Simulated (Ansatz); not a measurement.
# Which isomer of FH6OSi2+ gives these data?

These gas-phase data were calculated for one isomer of FH6OSi2+ at BLYP-D3(BJ)/def2-SVP (harmonic, unscaled wavenumbers; equilibrium rotational constants with average atomic masses):

```
rotational constants            : 8.832, 2.186, 1.911 GHz
all wavenumbers above 1500 cm⁻¹ : 3593, 2316, 2279, 2276, 2269, 2233
```

Candidates:

(1) `F[SiH2][OH+][SiH3]`, a singlet
(2) `[OH2+][SiH2][SiH2]F`, a singlet

Task: Which candidate do the data belong to?

Result: Candidate (1). 5 modes lie between 2000 and 2380 cm⁻¹, one for each Si–H bond, while (2) has 4.

The same quantities for all candidates:

|  | rotational constants (GHz) | wavenumbers above 1500 cm⁻¹ | E above the lowest, BLYP-D3(BJ)/def2-SVP (kcal/mol) |
| --- | --- | --- | --- |
| (1) | 8.832, 2.186, 1.911 | 3593, 2316, 2279, 2276, 2269, 2233 | 0.0 |
| (2) | 5.96, 3.122, 2.163 | 3632, 3221, 2263, 2246, 2229, 2215 | 21.0 |

Each candidate is one conformer. Programs: Ansatz 0.2.0.
